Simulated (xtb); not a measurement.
A run for xtb: GFN1-xTB on TlO, 2S+1 = 2, a spin state set in the input, which need not be the lowest, a point of a bond scan (R = 1.879 Å).

```
$ xtb mol.xyz --gfn 1 --sp --chrg 0 --uhf 1
2

O      0.00000000     0.00000000     0.00000000
Tl     0.00000000     0.00000000     1.87899900
```

The head of its log:

```
[...]
           -------------------------------------------------
          |                Calculation Setup                |
           -------------------------------------------------



           -------------------------------------------------
          |                 G F N 1 - x T B                 |
           -------------------------------------------------

        Reference                      10.1021/acs.jctc.7b00118
      * Hamiltonian:
        H0-scaling (s, p, d)           1.850000    2.250000    2.000000
        zeta-weighting                 0.000000
      * Dispersion:
        s8                             2.400000
        a1                             0.630000
        a2                             5.000000
        s9                             0.000000
      * Repulsion:
        kExp                           1.500000
        rExp                           1.000000
      * Coulomb:
        alpha                          2.000000
        third order                    atomic
        anisotropic                    false
      * Halogen bond correction:
        rad-scale                      1.300000
        damping                        0.440000


          ...................................................
          :                      SETUP                      :
          :.................................................:
          :  # basis functions                   8          :
          :  # atomic orbitals                   8          :
          :  # shells                            4          :
          :  # electrons                         9          :
          :  # halogen bonds                     0          :
          :  max. iterations                   250          :
          :  Hamiltonian                  GFN1-xTB          :
          :  restarted?                      false          :
          :  GBSA solvation                  false          :
          :  PC potential                    false          :
          :  electronic temp.          300.0000000     K    :
          :  accuracy                    1.0000000          :
          :  -> integral cutoff          0.2500000E+02      :
          :  -> integral neglect         0.1000000E-07      :
          :  -> SCF convergence          0.1000000E-05 Eh   :
          :  -> wf. convergence          0.2000000E-04 e    :
          :  Broyden damping             0.4000000          :
          :  net charge                          0          :
          :  unpaired electrons                  1          :
          ...................................................

 iter      E             dE          RMSdq      gap      omega  full diag
   1     -5.7996874 -0.579969E+01  0.533E+00    5.41       0.0  T
   2     -5.8049276 -0.524019E-02  0.243E+00    4.62       1.0  T
```

What total energy does the run end on?

-5.7962 hartree.
